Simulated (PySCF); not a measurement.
Compound: SiEt(SiH3)3, C₂H₁₄Si₄.
InChI=1S/C2H14Si4/c1-2-6(3,4)5/h2H2,1,3-5H3

The closed-shell ground state was solved at several levels (PySCF, density fitting, gas phase, non-relativistic). Geometry: PBE0-D3(BJ)/def2-SVP; no solvent, vibrations or thermal averaging.

| level | basis functions | HOMO (eV) | LUMO (eV) | gap (eV) | dipole (D) |
| --- | --- | --- | --- | --- | --- |
| PBE0/pcSseg-1 | 200 | -7.81 | -0.34 | 7.47 | 1.15 |
| KT2/pcSseg-1 | 200 | -6.80 | -1.24 | 5.56 | 1.14 |

Q: What might B3LYP/def2-SVPD (248 basis functions) give for the same quantities?

A: HOMO -7.54 eV, LUMO -0.47 eV, gap 7.07 eV, dipole 1.19 D.

Q: Over all these levels, which gives the widest orbital gap and which the narrowest?

A: PBE0/pcSseg-1 (global hybrid, 25 % exact exchange) has the widest, 7.47 eV, and KT2/pcSseg-1 (GGA) the narrowest, 5.56 eV. The two share the basis. From the narrowest to the widest the HOMO moves by -1.01 eV and the LUMO by +0.90 eV.

Q: How far do the dipole and the HOMO energy spread over the levels?

A: The dipole runs from 1.14 to 1.19 D (mean 1.16 D) and the HOMO from -7.81 to -6.80 eV.
